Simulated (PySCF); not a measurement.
Assigning NMR signals

Molfile (atoms numbered from 1):
```
C3H9FO2Si2
     RDKit          3D

 17 17  0  0  0  0  0  0  0  0999 V2000
   -3.6551   -0.5473   -0.4232 F   0  0  0  0  0  0  0  0  0  0  0  0
   -2.6714   -0.0766    0.7672 Si  0  0  0  0  0  4  0  0  0  0  0  0
   -0.9539    0.1460   -0.0160 C   0  0  2  0  0  0  0  0  0  0  0  0
   -0.1253   -1.1107   -0.3170 C   0  0  0  0  0  0  0  0  0  0  0  0
    0.7690   -0.6262    0.8315 C   0  0  1  0  0  0  0  0  0  0  0  0
    2.0668   -0.3596    0.5088 O   0  0  0  0  0  0  0  0  0  0  0  0
    2.5840    1.1258    0.0558 Si  0  0  0  0  0  4  0  0  0  0  0  0
   -0.0151    0.5409    1.0211 O   0  0  0  0  0  0  0  0  0  0  0  0
   -2.6752   -1.1749    1.7210 H   0  0  0  0  0  0  0  0  0  0  0  0
   -3.1944    1.1841    1.2626 H   0  0  0  0  0  0  0  0  0  0  0  0
   -0.9382    0.8823   -0.8270 H   0  0  0  0  0  0  0  0  0  0  0  0
   -0.6183   -2.0666   -0.1604 H   0  0  0  0  0  0  0  0  0  0  0  0
    0.3873   -1.1046   -1.2757 H   0  0  0  0  0  0  0  0  0  0  0  0
    0.7621   -1.2619    1.7304 H   0  0  0  0  0  0  0  0  0  0  0  0
    1.8784    1.5989   -1.1402 H   0  0  0  0  0  0  0  0  0  0  0  0
    3.9634    0.7599   -0.2283 H   0  0  0  0  0  0  0  0  0  0  0  0
    2.4289    2.1025    1.1290 H   0  0  0  0  0  0  0  0  0  0  0  0
  1  2  1  0
  2  3  1  0
  3  4  1  0
  4  5  1  0
  5  6  1  0
  6  7  1  0
  5  8  1  0
  8  3  1  0
  2  9  1  0
  2 10  1  0
  3 11  1  6
  4 12  1  0
  4 13  1  0
  5 14  1  1
  7 15  1  0
  7 16  1  0
  7 17  1  0
M  END
```

- GIAO PBE0/pcSseg-1 shieldings
- GFN2-xTB structure
- code: PySCF 2.14.0 with density-fitted response routines
- non-relativistic, equivalent nuclei averaged, no solvent, single conformer

Referencing at the same level of theory: ¹³C (σref 186.93) and ¹H (σref 31.72) vs TMS.

(1) Assign these signals to the numbered atoms. ¹³C{¹H} NMR (computed): δ 102.7, 67.2, 37.3.

(2) Assign these signals to the numbered atoms. ¹H NMR (400 MHz, computed): δ 5.94 (m, 1H), 5.20 (m, 1H), 5.08 (m, 1H), 4.91 (m, 1H), 4.89 (s, 3H), 2.96 (m, 1H), 2.87 (m, 1H).

## Answers

(1) 
| δ (ppm) | atoms | environment | reason |
| --- | --- | --- | --- |
| 102.7 | C5 | sp3 carbon bearing two oxygens | 2 electronegative neighbours deshield it |
| 67.2 | C3 | sp3 CH bonded to O and Si | pulled downfield by the heteroatom |
| 37.3 | C4 | sp3 CH2 in a ring | saturated and bonded to C and H only |

(2) 
| δ (ppm) | atoms | environment | reason |
| --- | --- | --- | --- |
| 5.94 | H14 | hydrogen on an sp3 carbon bearing two oxygens | its carbon carries O, which withdraws density |
| 5.20 | H10 | hydrogen on a silicon bonded to C, F | – |
| 5.08 | H9 | hydrogen on a silicon bonded to C, F | – |
| 4.91 | H11 | hydrogen on an sp3 CH bonded to O and Si | its carbon carries O, hence the downfield position |
| 4.89 | H15/H16/H17 | hydrogen on a silicon bonded to O | – |
| 2.96 | H12 | hydrogen on an sp3 CH2 in a ring | – |
| 2.87 | H13 | hydrogen on an sp3 CH2 in a ring | – |

H11 and H15/H16/H17; H12 and H13 lie closer than the usual error of such a calculation, so a measured spectrum could show them in the other order.

Splittings by ¹⁹F in the carbon and heteronuclear signals aren't shown, as no couplings were computed. Shifts are as computed. Against solution values, carbons near 30 ppm lie about +3 ppm off and those near 130 ppm about +5 ppm. Of 1309 compounds with measured shifts, 239 miss one by over three times the rms of a fit or turn the order of signals round; such compounds aren't used in these exercises. No couplings were computed; multiplicities are counted from neighbouring protons, with m where these are inequivalent, close in shift, in a saturated or five-membered ring or joined by F or P, and br s for small geminal =CH2 splittings.
